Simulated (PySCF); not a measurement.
**S (sulfur, neutral) across methods**

[Ne] 3s2 3p3 4s1, high-spin 5S determinant (an excited configuration). All numbers are calculated (PySCF 2.14, the non-relativistic Hamiltonian (point nucleus), in dyall-av3z). The B2PLYP total includes its PT2 part (frozen core); its orbital energies are those of the SCF part.

```tsv
method	E (hartree)	mean ε 3s β (eV)	mean ε 3p α (eV)	mean ε 4s α (eV)	Σ⟨r²⟩ (bohr²)	⟨S²⟩
B2PLYP	-397.7556	-22.025	-15.088	-2.587	48.52	6.000
r2SCAN	-397.8463	-19.571	-12.860	-1.909	48.77	6.000
BHandHLYP	-397.8809	-22.315	-14.992	-2.550	48.38	6.001
UHF	-397.29483	-23.302	-17.772	-3.330	49.05	6.001
PBE0	-397.7396	-20.834	-13.802	-2.338	48.45	6.000
PBE	-397.7076	-19.472	-12.232	-1.897	48.31	6.000
TPSSh	-397.8895	-20.009	-13.080	-2.016	48.80	6.000
BLYP	-397.8818	-19.631	-11.870	-1.689	48.15	6.000
LDA	-396.4984	-19.719	-12.207	-1.999	47.94	6.000
```

The outer electron is Rydberg-like, and this basis confines it to a smaller radius and binds it less than a complete one would.
